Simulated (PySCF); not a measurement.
disilazane cation (H₇NSi₂), SMILES [SiH3]N[SiH3] (connectivity only; charge and spin as stated), charge +1, multiplicity 2. Atoms are numbered in the order given.

```xyz
10

Si     1.6589     0.0015     0.1590
N      0.0000     0.0000    -0.6566
Si    -1.6589    -0.0015     0.1590
H      2.4974     0.8739    -0.6901
H      1.3852     0.4859     1.5273
H      2.0048    -1.4418     0.0798
H      0.0000     0.0000    -1.6884
H     -2.4974    -0.8739    -0.6901
H     -2.0048     1.4418     0.0798
H     -1.3852    -0.4859     1.5273
```
Charge +1, spin multiplicity 2.

The structure is a stationary point at ωB97X-D3(BJ)/def2-SVP. The multiplicity is an assumed one; other spin states were not compared.

Calculation: B3LYP/pcH-1 (PySCF).

Unrestricted Kohn–Sham, ⟨S²⟩ = 0.755. Hyperfine tensors hold the contact and dipolar terms, without spin-orbit corrections.

Computed hyperfine couplings:
```csv
nucleus,A(iso) (MHz),A(iso) (G),dipolar principal values (MHz)
29Si no. 1,44.2,15.8,"-2.7, 0.2, 2.5"
14N no. 2,34.5,12.3,"-39.8, -39.2, 79.0"
29Si no. 3,44.2,15.8,"-2.7, 0.2, 2.5"
1H no. 4,53.4,19.1,"-3.4, -2.0, 5.4"
1H no. 5,20.4,7.3,"-3.2, -2.4, 5.6"
1H no. 6,169.0,60.3,"-4.4, -0.6, 5.0"
1H no. 7,-57.1,-20.4,"-45.0, -10.6, 55.6"
1H no. 8,53.4,19.1,"-3.4, -2.0, 5.4"
1H no. 9,169.0,60.3,"-4.4, -0.6, 5.0"
1H no. 10,20.4,7.3,"-3.2, -2.4, 5.6"
```

**Question.** And the g tensor (effective nuclear charges for spin-orbit coupling, GIAO)? (Estimate from the structure and the level; the computed values follow.)

**Answer.** principal values 2.0021, 2.0047, 2.0074; isotropic 2.0047.
